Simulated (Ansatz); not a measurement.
A nudged elastic band was laid between two geometries of Cl4Zr + H2 (7 atoms, charge 0, multiplicity 1).

The calculation used RKS PBE-D4/def2-SVP (Ansatz).

```json
{
 "movable images": "7",
 "climbing image": "yes",
 "spring": "5.0 eV/Å²",
 "optimiser": "quadratic models (default)",
 "start path": "through a guess of the saddle point",
 "force threshold": "0.03 eV/Å",
 "iteration limit": "60",
 "end points": "relaxed"
}
```

Image 0:

```xyz
7
Properties=species:S:1:pos:R:3
Zr -0.070 -0.048 -1.018
Cl 1.542 -1.465 -0.093
Cl -0.046 -0.314 -3.334
Cl -2.191 -0.609 -0.219
Cl 0.425 2.177 -0.512
H 0.427 -0.136 2.481
H -0.087 0.395 2.695
```

Image 8:

```xyz
7
Properties=species:S:1:pos:R:3
Zr -0.426 -0.190 -1.109
Cl 0.670 -1.784 0.199
Cl 0.631 -0.032 -3.183
Cl -2.646 -0.839 -1.416
Cl -0.369 1.891 -0.051
H 1.166 0.105 2.781
H 0.974 0.849 2.779
```

(1) Which bonds break or form, and what moves?

(2) Give the energies along the band, and the barrier.

Results:

(1) No bond is made or broken.

(2) It converged. The highest image is number 8 of 0 to 8, 0.3 kcal/mol above the first end and 0.0 kcal/mol above the last; the last end lies 0.3 kcal/mol above the first. The highest image is an end point: on this band no image between the ends rises above it.

```json
{"image": "0", "path coordinate (Å)": "0.00", "energy (kcal/mol)": "0.0"}
{"image": "1", "path coordinate (Å)": "0.33", "energy (kcal/mol)": "0.0"}
{"image": "2", "path coordinate (Å)": "0.65", "energy (kcal/mol)": "0.1"}
{"image": "3", "path coordinate (Å)": "0.98", "energy (kcal/mol)": "0.2"}
{"image": "4", "path coordinate (Å)": "1.31", "energy (kcal/mol)": "0.2"}
{"image": "5", "path coordinate (Å)": "1.63", "energy (kcal/mol)": "0.3"}
{"image": "6", "path coordinate (Å)": "1.96", "energy (kcal/mol)": "0.3"}
{"image": "7", "path coordinate (Å)": "2.29", "energy (kcal/mol)": "0.3"}
{"image": "8", "path coordinate (Å)": "2.65", "energy (kcal/mol)": "0.3"}
```

Run time: 3.5 min on 2 threads of AMD EPYC 7R13 Processor (Zen 3) (shared host), peak memory 0.19 GiB.
